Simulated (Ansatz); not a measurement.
C2H5ClOSi can be A, `O/C(Cl)=C/[SiH3]`, or B, `O/C=C/[SiH2]Cl`.

Computed with Ansatz on PBE0-D4/def2-TZVP structures; ΔE is electronic, products minus reactants. CCSD(T)/CBS adds triple-zeta CCSD(T) − MP2 to the extrapolated MP2 energy (def2 sets, frozen cores). Double bonds are as drawn, so ΔE can hold a change between cis and trans. DFT in def2-TZVPP. B3LYP here is the variant with VWN-RPA as its local correlation; programs differ in this. Each species was taken in one conformer, which may not be the lowest.

(1) Which is lower in electronic energy at CCSD(T)/CBS, and by how much? (Estimate.)

(2) Give E(B) − E(A) in kcal/mol with CCSD(T)/def2-TZVPP, PBE-D4, PBE0-D4, B3LYP-D4, B3LYP, r2SCAN-D4, ωB97M-V. (An estimate is asked.)

Largest T1 diagnostic: 0.012.

## Answers

(1) Ansatz gave: B, by 37.3 kcal/mol.

(2) The calculation gave: CCSD(T)/def2-TZVPP -36.4, PBE-D4 -33.9, PBE0-D4 -35.9, B3LYP-D4 -36.2, B3LYP -37.0, r2SCAN-D4 -35.8, ωB97M-V -36.8. None reverses the order clearly.

The D4 term adds +0.8 kcal/mol with B3LYP and +0.4 kcal/mol with PBE0; it sums over pairs of atoms, weighted by their polarisabilities, and B3LYP, whose exchange is more repulsive, gets the larger term. From PBE to PBE0 (25 % exact exchange), in def2-TZVPP and without D4, E(B) − E(A) moves by −1.9 kcal/mol.
